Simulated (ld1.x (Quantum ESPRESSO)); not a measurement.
## N: excitation energies, all-electron against TM

- Element: nitrogen
- Generator: ld1.x (Quantum ESPRESSO) 7.5
- Type: norm-conserving Troullier–Martins (Kleinman–Bylander form)
- Functional: PBE
- Relativity: scalar-relativistic
- Frozen core: [He]
- Valence charge: 5
- Reference configuration: 2s2 2p2.5 (charge +0.5)
- Partial waves: 2s (bound): rc 0.70 bohr; 2p (bound): rc 1.95 bohr; 3d channel at 0.1 Ry: rc 1.70 bohr
- Local potential: all-electron potential smoothed inside 1.30 bohr (lloc = -1)
- Core correction: none

Energies are relative to the spin-unpolarised reference configuration 2s2 2p2.5; without spin polarisation the order of configurations can differ from experiment.

Problem. Give the all-electron excitation energy and the error of the potential for: 2s2 2p3; 2s2 2p2; 2s2 2p1; 2s0 2p5; 2s2 2p0; 2s2 2p3.3; 2s1 2p0.

Solution.

| valence configuration | charge | ΔE all-electron (eV) | error AE − PS (meV) |
| --- | --- | --- | --- |
| 2s2 2p3 | 0 | -5.093 | +5.3 |
| 2s2 2p2 | +1 | 8.498 | +14 |
| 2s2 2p1 | +2 | 37.352 | +279 |
| 2s0 2p5 | 0 | 17.947 | +107 |
| 2s2 2p0 | +3 | 84.434 | +1376 |
| 2s2 2p3.3 | -0.3 | -6.713 | +8.7 |
| 2s1 2p0 | +4 | 162.253 | +2322 |
